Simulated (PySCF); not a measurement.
**NaSe at UHF-CCSD**

Computed with UHF-CCSD; PySCF, no relativity, basis sets Na pcseg-1, Se pcseg-1.

```json
{"state": "²Π (doublet), unpaired electrons π ↑", "bond length": "2.650 Å", "harmonic wavenumber": "265 cm⁻¹", "force constant": "0.736 mdyn/Å", "rotational constant Be": "0.1345 cm⁻¹", "anharmonicity ωexe": "0.912 cm⁻¹", "vibration–rotation constant αe": "0.000787 cm⁻¹", "well depth De to Na + Se": "46.4 kcal/mol", "dissociation energy D0": "46.0 kcal/mol"}
```

Correlated steps freeze 10 core orbitals. Correlated levels converge slowly with the basis: in double zeta they bind strong bonds too weakly, by up to about 1 eV, and carry superposition errors of some tenths. Spin–orbit coupling is left out. The state was picked by a PBE0 search and need not be the measured ground state.
